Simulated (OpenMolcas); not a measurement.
Rh5+ among 6 point charges of -1.7 e arranged as a tetragonal octahedron (D4h), 2.07 Å from the ion, with the axial distance 2.380 Å.

```json
{"Program": "OpenMolcas 26.06", "Method": "CASSCF", "Basis": "ANO-RCC-VDZP [6s5p3d1f]", "Scalar Hamiltonian": "DKH2, point nucleus", "Active space": "4 electrons in 5 orbitals (4d)", "State averaging": "2S+1 = 5 even, 5 roots; 2S+1 = 3 even, 45 roots; 2S+1 = 1 even, 50 roots", "Spin-orbit coupling": "RASSI with atomic mean-field integrals over the reference wave functions"}
```

(1) What is the spin-free ground state (labels of D4, the rotations of D4h)?

(2) Where is the first state of the same spin?

(3) What are the lowest two levels with spin-orbit coupling?

(4) What is χT at 300 K, and how does it compare with the textbook value?

## Answers

(1) 5B1, 1-fold in its orbital part, 100 % from free-ion D terms; it has the highest spin that d4 allows.

(2) 5B2 at 3780 cm-1 above the ground state.

(3) A 1-fold level A1, then a 1-fold level A2 67.5 cm-1 above it. Their leading multiplicities are 5 (98 %) and 5 (98 %).

(4) The lowest level has 2S+1 = 5, for which the spin-only value is χT = S(S+1) / 2 = 3.000 cm3 K/mol (g = 2). The computed 1.359 at 300 K differs by -1.641, through orbital momentum, spin-orbit coupling and any other state in reach.

Without dynamic correlation the repulsion within the d shell is too large (B by tens of per cent), so at a given field states of lower spin stand too high. Point charges give a weaker field than real ligands, and real ions of this kind are as a rule low spin; the high spin found here belongs to the model. Point charges carry no covalency, so the field is a model and not that of real ligands. No measured value stands beside these numbers.
